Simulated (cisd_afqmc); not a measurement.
Input (AFQMC/CISD/cc-pVTZ; cisd_afqmc is a phaseless AFQMC code with CISD trial states that reads the integrals written by Ansatz):

Ansatz 0.2 input:
```python
import cisd_afqmc

open("ham.yaml", "w").write("""\
crystal:
  periodic: [false, false, false]
  atoms:
    - {symbol: N, position_ang: [0.67821943, 0.21322225, 0.19325834]}
    - {symbol: C, position_ang: [-0.46105180, -0.14494793, -0.13137652]}
    - {symbol: H, position_ang: [-0.64365366, -1.11460559, -0.61374944]}
    - {symbol: H, position_ang: [-1.33757157, 0.49173741, 0.04920014]}
basis:
  gaussian:
    orbitals: cc-pVTZ
magnetization: {spin_polarized: true, initial_magnetization: 1}
correlation: {method: ccsd, electrons: outside_noble_gas, hamiltonian_folder: ham}
""")
rep = cisd_afqmc.ansatz("ham.yaml")
e_ccsd = rep["correlation"]["coupled_cluster"]["energy"]["hartree"]
out = cisd_afqmc.run("ham", e_ccsd, trial="CISD", walkers=2000, populations=1, threads=12, dt=0.005, steps=40, early=24, settle=10, least=100,
    cut=5e-5, rank_cut=2e-4, target=0.0004, seconds=1000, seed=4, memory=62639, gpu=True)
```

Output:

```
orbitals 86, occupied [6, 5], factors 405 of 506, rank of the doubles 396 of 885
E(HF) = -93.465881
E(CCSD) on the cut factors = -93.807973, shift to the whole factors -0.000011
Energy of the trial state on the determinant = -93.807949
  tau behind 7.2 of longer steps, mean of the populations' last blocks
   2.0  -93.82380
   4.0  -93.82330
   6.0  -93.82419
   8.0  -93.82200
  10.0  -93.82340
  12.0  -93.82286
  14.0  -93.82463
  16.0  -93.82391
  18.0  -93.82411
  20.0  -93.82517
  22.0  -93.82379
blocks 100 (0 outliers left out), error by blocks joined: 1: 0.00014, 2: 0.00017, 4: 0.00021, 8: 0.00026
E(AFQMC/CISD) = -93.82373 +/- 0.00026
```

The determinant is spin-contaminated: <S^2> is 0.93, 0.18 over the pure value.

The two halves of the walk average -93.82315 and -93.82432 Eh, farther apart than the printed bar allows, so the bar may be too narrow.
